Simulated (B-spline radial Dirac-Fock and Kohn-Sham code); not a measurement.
**The N5 (4d5/2) level from Te to Ho**

The computed values come from a radial atomic solver: multi-electron Dirac-Fock with separately optimised hole states, Breit and Lamb-shift corrections added in first order. Free neutral atoms, energies in eV. The model has no electron correlation. Relaxation, Breit and QED are contributions to the binding energy. "Screened" places the removed electron in the lowest shell with room, a model of an edge from the Fermi level; tabulated edges (Elam, Ravel and Sieber 2002) are for the standard state, and for monatomic gases they compare with the unscreened value. A dash: no value, or a hole state left out as unreliable.

```csv
Z,element,binding,relaxation,Breit,QED,screened,tabulated edge
52,Te,47.98,-4.7,0.04,0.02,37.85,40.4
53,I,57.03,-4.9,0.05,0.02,45.52,48.9
54,Xe,66.52,-5.2,0.05,0.02,63.09,67.5
55,Cs,81.95,-5.6,0.05,0.02,77.72,77.5
56,Ba,98.02,-5.8,0.05,0.03,94.27,89.9
57,La,112.2,-6.3,0.04,0.03,105.5,102.5
58,Ce,118.8,-6.9,0.03,0.03,112.1,109
59,Pr,118.1,-7.7,0.00,0.03,112.4,115.1
60,Nd,124.5,-8.1,-0.01,0.03,118.9,120.5
61,Pm,130.9,-8.5,-0.03,0.03,125.4,120
62,Sm,137.4,-8.9,-0.04,0.03,131.9,129
63,Eu,143.8,-9.2,-0.05,0.03,138.4,127.7
64,Gd,158.0,-9.3,-0.05,0.03,151.6,142.6
65,Tb,156.8,-9.9,-0.07,0.03,151.6,150.5
66,Dy,163.3,-10.3,-0.09,0.03,158.3,153.6
67,Ho,169.9,-10.6,-0.10,0.03,165.1,160
```
